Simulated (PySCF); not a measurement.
C₇H₆ClN.
SMILES with atom numbers: `[CH:1]#[C:2]/[CH:3]=[C:4](/[CH2:5][Cl:6])[CH2:7][C:8]#[N:9]` (hydrogens: H10 on C1; H11 on C3; H12, H13 on C5; H14, H15 on C7)

Theory: TDDFT PBE0/def2-SVPD, vertical, gas phase, core orbitals frozen in the response (PySCF). Isolated species at its GFN2-xTB geometry (one conformer only). Torsions of this conformer, `[CH:1]#[C:2]/[CH:3]=[C:4](/[CH2:5][Cl:6])[CH2:7][C:8]#[N:9]`: C3–C4–C5–Cl6 -107°, C3–C4–C7–C8 -109°.

Kohn–Sham orbitals with the atoms that hold most of them (Löwdin shares over 4%, at most four atoms; ? is withheld):

```json
{"orbital": "HOMO-3", "ε (eV)": "-9.10", "atoms": "Cl6 72%, C5 10%, C4 5%"}
{"orbital": "HOMO-2", "ε (eV)": "-8.96", "atoms": "Cl6 77%, C5 12%"}
{"orbital": "HOMO-1", "ε (eV)": "-8.70", "atoms": "C1 41%, C2 39%, C3 6%"}
{"orbital": "HOMO", "ε (eV)": "?", "atoms": "?"}
{"orbital": "LUMO", "ε (eV)": "-1.90", "atoms": "?"}
{"orbital": "LUMO+1", "ε (eV)": "0.18", "atoms": "C1 14%, C2 13%, Cl6 12%, C3 12%"}
{"orbital": "LUMO+2", "ε (eV)": "0.33", "atoms": "Cl6 30%, C5 16%, C1 12%, C2 10%"}
```

(1) Which atoms hold the HOMO, and with what shares?

(2) Give the leading atoms of the LUMO.

(3) What is the HOMO energy, and the HOMO–LUMO gap?

Answers

(1) C1 (bonded to C and H) 25%; C4 (bonded to 3 C) 22%; C2 (bonded to 2 C) 19%; C3 (bonded to 2 C and H) 17%.

(2) C4 (bonded to 3 C) 23%; C3 (bonded to 2 C and H) 20%; C1 (bonded to C and H) 15%; C2 (bonded to 2 C) 11%.

(3) ε(HOMO) = -7.68 eV; the gap is 5.78 eV (0.2124 hartree).

Question: How does S1 compare with the orbital gap of 5.78 eV?

Answer: S1 is at 5.17 eV (f = 0.011), 0.61 eV below the gap, made of HOMO-1→LUMO (94%). Its leading pair isn't HOMO and LUMO; the energies of that pair differ by 6.80 eV. 

Question: One configuration dominates each of S1, S2 and S3. Which, and how do the shares of the two leading atoms of either orbital change from the occupied to the empty one?

Answer: 
- S1 (5.17 eV, f 0.011), HOMO-1→LUMO (94%): C1 41% → 15%, C2 39% → 11%, C4 at most 4% → 23%, C3 6% → 20%
- S2 (5.29 eV, f 0.430), HOMO→LUMO (88%): C1 25% → 15%, C4 22% → 23%, C3 17% → 20%
- S3 (5.86 eV, f 0.0011), HOMO-2→LUMO (95%): Cl6 77% → at most 12%, C5 12% → at most 12%, C4 at most 4% → 23%, C3 at most 4% → 20%
